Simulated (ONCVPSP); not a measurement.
# What one change does to a pseudopotential (Ge (Z = 32), ONCV)

germanium, optimised norm-conserving Vanderbilt (ONCV), made with ONCVPSP 4.0.1 (LDA (Perdew-Wang 92), scalar-relativistic). Core [Ar], reference 3d10 4s2 4p2. Waves: 4s: rc 1.90 bohr, ncon 5, nbas 9, qcut 2.7 1/bohr, 2 projectors, debl 2.6 Ha; 4p: rc 2.30 bohr, ncon 3, nbas 7, qcut 4.2 1/bohr, 3 projectors, debl 0.9 Ha; 3d: rc 0.90 bohr, ncon 4, nbas 9, qcut 14.2 1/bohr, 2 projectors, debl 1.7 Ha. Local part: polynomial inside 0.85 bohr (lpopt 5, dvloc0 2 Ha). Core correction: none.

All-electron outer shells of the reference configuration (LDA (PZ), scalar-relativistic, ld1.x):

```tsv
shell	level (eV)	outermost node (bohr)	outermost maximum (bohr)
3s	-167.73	0.26	0.54
3p	-115.38	0.23	0.54
3d	-29.55	–	0.50
4s	-11.95	0.77	1.73
4p	-4.05	0.82	2.19
```

Change: local potential polynomial inside 0.85 bohr (lpopt 5, dvloc0 4.5 Ha).

Cutoffs: the cutoffs (Ha) at which the residual kinetic energy of the hardest occupied pseudo-wave falls to 1 and 0.1 mHa per electron; they do not see the model core or the augmentation charge, which bear on the density cutoff. Errors are all-electron minus pseudo energies relative to the spin-unpolarised reference configuration.

Task: What does the change do?

Result: The potential gets neither clearly harder nor softer (100 Ha and 345 Ha → 100 Ha and 345 Ha); the bound ghost in s disappears; the lowest positive-energy flag moves from p at 143.2 eV to s at 15.2 eV; of the 4 tests that both files solve, the error grows in 0 and shrinks in 4 by more than 15 % and 0.3 meV (median size 22.0 → 14.4 meV); the range in which the s phases agree narrows (upper end at the end of the scan → 0.5). In the separable form a ghost depends on how the local part lies against the semilocal potential of the channel, so the choice of the local part can create or remove one.

| quantity | base | changed |
| --- | --- | --- |
| cutoff, loose | 100 Ha | 100 Ha |
| cutoff, tight | 345 Ha | 345 Ha |
| bound ghosts | s | none |
| GHOST(+) flags under 300 eV | p at 143.2 eV | s at 15.2 eV, p at 170.0 eV |
| error for 3d10 4s2 4p1, meV [ΔE 7.63 eV] | -2.5 | -1.7 |
| error for 3d10 4s2 4p0, meV [ΔE 23.34 eV] | -16 | -11 |
| error for 3d10 4s1 4p0, meV [ΔE 58.56 eV] | -28 | -18 |
| error for 3d9 4s2 4p2, meV [ΔE 38.95 eV] | -246 | -196 |
| s: phases at 1.93 bohr within 0.05 rad from the reference energy up to (Ha; the scan ends near 5) | to the end of the scan | 0.5 |
| p: phases at 2.34 bohr within 0.05 rad from the reference energy up to (Ha; the scan ends near 5) | to the end of the scan | to the end of the scan |
| d: phases at 0.91 bohr within 0.05 rad from the reference energy up to (Ha; the scan ends near 5) | to the end of the scan | to the end of the scan |

 A true bound ghost makes a file unfit for plane-wave use even where its test errors are small: the radial tests pick states by their node count and pass the ghost by.
